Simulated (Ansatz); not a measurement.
Several settings on one geometry of [RuO3N]- (RuNO3⁻) (that of the charge -1 singlet, PBE-D4/def2-SVPD). Ansatz on 4 threads of Arm Neoverse V2 on a shared host; times are rough.

```xyz
5

Ru    0.001    0.001    0.001
O    -0.003   -0.043    1.745
O     1.638   -0.012   -0.605
O    -0.850    1.413   -0.575
N    -0.785   -1.359   -0.566
```

Totals from different functionals, basis sets or treatments of relativity can't be compared as stabilities.

In the def2 sets Ru takes a core potential; there is no spin–orbit coupling. A multiply charged anion in the gas phase is held together partly by the finite basis.

Scalar relativity in a set contracted without it gives distorted totals.

The spins typed aren't always the lowest for that charge.

Q: Give the basis size and estimate the energy, ⟨S²⟩ and time of these runs.

```
run                             method  charge    state                                                                                                                   further keys
  1           UKS LDA (SPW92)/def2-SVP       0  doublet                                                                                                                              –
  2  UKS CAM-B3LYP-D3(BJ)-ATM/def2-SVP      -2  doublet  nuclear_model: gaussian; point_charges: [{charge: 0.50, position_ang: [4.455, -0.028, -0.762]}]; accuracy: high; forces asked
  3               RKS B3LYP5/def2-SVPD      -1  singlet     nuclear_model: gaussian; pseudopotentials: {relativity: scalar}; scf: {omitted_lower_state_checks: [starts]}; forces asked
  4                  UKS ωB97/def2-SVP      -2  doublet                                                                                 accuracy: high; scf: {lower_state_search: off}
```

A: 
```csv
run,functions,energy (Eh),⟨S²⟩,wall time
1,87,-372.8305,0.76,5.5 s
2,87,-374.8949,0.77,15 s
3,123,-375.1565,–,1.5 s
4,87,-374.8278,0.77,81 s
```

The highest occupied level of an anion often lies above zero with these methods, and sets without diffuse functions describe the outer electron poorly. The restricted singlet is unstable towards broken spin symmetry in Hartree–Fock (as tested in another run); at RKS B3LYP5/def2-SVPD this wasn't settled.
